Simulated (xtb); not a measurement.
xtb input (GFN1-xTB):

```bash
xtb mol.xyz --gfn 1 --sp --chrg -1 --uhf 0
```
mol.xyz:
```
14

Si    -0.02311044    -0.07051509     0.21210089
C      1.78261183     0.28534933    -0.34096062
C     -0.65896458    -1.28954611    -1.13058385
C     -0.94015369     1.56407654    -0.21250634
O     -0.18402601    -0.56150437     1.68893744
H      1.84838210     0.62646792    -1.38110141
H      2.39461966    -0.61710297    -0.24170990
H      2.22983321     1.05521769     0.29631498
H     -0.52666235    -0.90551225    -2.14920773
H     -1.72412822    -1.49521481    -0.98242437
H     -0.12849433    -2.24459277    -1.05770297
H     -2.01470777     1.45370590    -0.03368723
H     -0.80018917     1.87035034    -1.25614745
H     -0.58386033     2.37664859     0.42905905
```

Output:

```
           -------------------------------------------------
          |                Calculation Setup                |
           -------------------------------------------------

           -------------------------------------------------
          |                 G F N 1 - x T B                 |
           -------------------------------------------------

        Reference                      10.1021/acs.jctc.7b00118
      * Hamiltonian:
        H0-scaling (s, p, d)           1.850000    2.250000    2.000000
        zeta-weighting                 0.000000
      * Dispersion:
        s8                             2.400000
        a1                             0.630000
        a2                             5.000000
        s9                             0.000000
      * Repulsion:
        kExp                           1.500000
        rExp                           1.000000
      * Coulomb:
        alpha                          2.000000
        third order                    atomic
        anisotropic                    false
      * Halogen bond correction:
        rad-scale                      1.300000
        damping                        0.440000

          ...................................................
          :                      SETUP                      :
          :.................................................:
          :  # basis functions                  44          :
          :  # atomic orbitals                  43          :
          :  # shells                           29          :
          :  # electrons                        32          :
          :  # halogen bonds                     0          :
          :  max. iterations                   250          :
          :  Hamiltonian                  GFN1-xTB          :
          :  restarted?                      false          :
          :  GBSA solvation                  false          :
          :  PC potential                    false          :
          :  electronic temp.          300.0000000     K    :
          :  accuracy                    1.0000000          :
          :  -> integral cutoff          0.2500000E+02      :
          :  -> integral neglect         0.1000000E-07      :
          :  -> SCF convergence          0.1000000E-05 Eh   :
          :  -> wf. convergence          0.2000000E-04 e    :
          :  Broyden damping             0.4000000          :
          :  net charge                         -1          :
          :  unpaired electrons                  0          :
          ...................................................

 iter      E             dE          RMSdq      gap      omega  full diag
   1    -18.2576949 -0.182577E+02  0.804E+00    7.21       0.0  T
   2    -18.2684405 -0.107456E-01  0.489E+00    7.17       1.0  T
   3    -18.2687451 -0.304530E-03  0.351E-01    7.36       1.0  T
   4    -18.2691355 -0.390455E-03  0.964E-02    7.31       1.0  T
   5    -18.2692153 -0.797529E-04  0.224E-02    7.30       1.2  T
   6    -18.2692210 -0.568390E-05  0.706E-03    7.30       3.8  T
   7    -18.2692210 -0.121048E-07  0.780E-04    7.30      34.3  T
   8    -18.2692210 -0.276109E-08  0.668E-05    7.30     400.4  T
   9    -18.2692210 -0.201972E-10  0.602E-06    7.30    4441.6  T

   *** convergence criteria satisfied after 9 iterations ***

         #    Occupation            Energy/Eh            Energy/eV
      -------------------------------------------------------------
         1        2.0000           -0.4848003             -13.1921
       ...           ...                  ...                  ...
        10        2.0000           -0.3220578              -8.7636
        11        2.0000           -0.3140335              -8.5453
        12        2.0000           -0.2740817              -7.4581
        13        2.0000           -0.2740817              -7.4581
        14        2.0000           -0.2573494              -7.0028
        15        2.0000           -0.2257819              -6.1438
        16        2.0000           -0.2257819              -6.1438 (HOMO)
        17                          0.0423629               1.1528 (LUMO)
        18                          0.0502481               1.3673
        19                          0.0502481               1.3673
        20                          0.0772609               2.1024
        21                          0.0960419               2.6134
       ...                                ...                  ...
        43                          1.5335488              41.7300
      -------------------------------------------------------------
                  HL-Gap            0.2681448 Eh            7.2966 eV
             Fermi-level           -0.0917095 Eh           -2.4955 eV

 SCC (total)                   0 d,  0 h,  0 min,  0.011 sec
 SCC setup                      ...        0 min,  0.000 sec (  0.810%)
 Dispersion                     ...        0 min,  0.000 sec (  0.421%)
 classical contributions        ...        0 min,  0.000 sec (  0.240%)
 integral evaluation            ...        0 min,  0.003 sec ( 25.110%)
 iterations                     ...        0 min,  0.003 sec ( 24.021%)
 molecular gradient             ...        0 min,  0.006 sec ( 48.270%)
 printout                       ...        0 min,  0.000 sec (  0.998%)

         :::::::::::::::::::::::::::::::::::::::::::::::::::::
         ::                     SUMMARY                     ::
         :::::::::::::::::::::::::::::::::::::::::::::::::::::
         :: total energy             -18.074404006056 Eh    ::
         :: gradient norm              0.044389674437 Eh/a0 ::
         :: HOMO-LUMO gap              7.296591740186 eV    ::
         ::.................................................::
         :: SCC energy               -18.269220975687 Eh    ::
         :: -> electrostatic           0.168672800799 Eh    ::
         :: repulsion energy           0.199693687441 Eh    ::
         :: dispersion energy         -0.004876717810 Eh    ::
         :: halogen bond corr.         0.000000000000 Eh    ::
         :: add. restraining           0.000000000000 Eh    ::
         :: total charge              -1.000000000000 e     ::
         :::::::::::::::::::::::::::::::::::::::::::::::::::::

           -------------------------------------------------
          |                Property Printout                |
           -------------------------------------------------

    * Orbital Energies and Occupations

         #    Occupation            Energy/Eh            Energy/eV
      -------------------------------------------------------------
         1        2.0000           -0.4848003             -13.1921
       ...           ...                  ...                  ...
         4        2.0000           -0.4256520             -11.5826
         5        2.0000           -0.3404048              -9.2629
         6        2.0000           -0.3336914              -9.0802
         7        2.0000           -0.3277580              -8.9187
         8        2.0000           -0.3277580              -8.9187
         9        2.0000           -0.3220578              -8.7636
        10        2.0000           -0.3220578              -8.7636
        11        2.0000           -0.3140335              -8.5453
        12        2.0000           -0.2740817              -7.4581
        13        2.0000           -0.2740817              -7.4581
        14        2.0000           -0.2573494              -7.0028
        15        2.0000           -0.2257819              -6.1438
        16        2.0000           -0.2257819              -6.1438 (HOMO)
        17                          0.0423629               1.1528 (LUMO)
        18                          0.0502481               1.3673
Note: The following floating-point exceptions are signalling: IEEE_DENORMAL
normal termination of xtb
        19                          0.0502481               1.3673
        20                          0.0772609               2.1024
        21                          0.0960419               2.6134
        22                          0.0960419               2.6134
        23                          0.1259989               3.4286
        24                          0.1259989               3.4286
        25                          0.1370501               3.7293
        26                          0.1830505               4.9811
        27                          0.1830505               4.9811
       ...                                ...                  ...
        43                          1.5335488              41.7300
      -------------------------------------------------------------
                  HL-Gap            0.2681448 Eh            7.2966 eV
             Fermi-level           -0.0917095 Eh           -2.4955 eV

  Mulliken/CM5 charges         n(s)   n(p)   n(d)
     1Si    0.22689  0.07975   1.060  1.782  0.931
     2C    -0.18881 -0.29901   1.001  3.187  0.000
     3C    -0.18881 -0.29901   1.001  3.187  0.000
     4C    -0.18881 -0.29901   1.001  3.187  0.000
     5O    -0.61194 -0.61956   1.693  4.919  0.000
     6H    -0.01385  0.03947   1.014  0.000  0.000
     7H    -0.00116  0.05307   1.001  0.000  0.000
     8H    -0.00116  0.05307   1.001  0.000  0.000
     9H    -0.01385  0.03947   1.014  0.000  0.000
    10H    -0.00116  0.05307   1.001  0.000  0.000
    11H    -0.00116  0.05307   1.001  0.000  0.000
    12H    -0.00116  0.05307   1.001  0.000  0.000
    13H    -0.01385  0.03947   1.014  0.000  0.000
    14H    -0.00116  0.05307   1.001  0.000  0.000

Wiberg/Mayer (AO) data.
largest (>0.10) Wiberg bond orders for each atom

 ---------------------------------------------------------------------------
     #   Z sym  total        # sym  WBO       # sym  WBO       # sym  WBO
 ---------------------------------------------------------------------------
     1  14 Si   5.075 --     5 O    2.045     4 C    0.936     3 C    0.936
                             2 C    0.936
     2   6 C    3.914 --     6 H    0.972     8 H    0.966     7 H    0.966
                             1 Si   0.936
     3   6 C    3.914 --     9 H    0.972    10 H    0.966    11 H    0.966
                             1 Si   0.936
     4   6 C    3.914 --    13 H    0.972    12 H    0.966    14 H    0.966
                             1 Si   0.936
     5   8 O    2.145 --     1 Si   2.045
     6   1 H    1.007 --     2 C    0.972
     7   1 H    1.008 --     2 C    0.966
     8   1 H    1.008 --     2 C    0.966
     9   1 H    1.007 --     3 C    0.972
    10   1 H    1.008 --     3 C    0.966
    11   1 H    1.008 --     3 C    0.966
    12   1 H    1.008 --     4 C    0.966
    13   1 H    1.007 --     4 C    0.972
    14   1 H    1.008 --     4 C    0.966
 ---------------------------------------------------------------------------

Topologies differ in total number of bonds
Writing topology from bond orders to xtbtopo.mol

 dipole moment from electron density (au)
     X       Y       Z
   0.2229   0.6802  -2.0460  total (Debye):    5.509

           -------------------------------------------------
          | TOTAL ENERGY              -18.074404006056 Eh   |
          | GRADIENT NORM               0.044389674437 Eh/α |
          | HOMO-LUMO GAP               7.296591740186 eV   |
           -------------------------------------------------

------------------------------------------------------------------------
------------------------------------------------------------------------
 total:
 SCF:
```

It need not be the lowest isomer of its formula. Whether it binds its extra electron was not tested at this geometry.
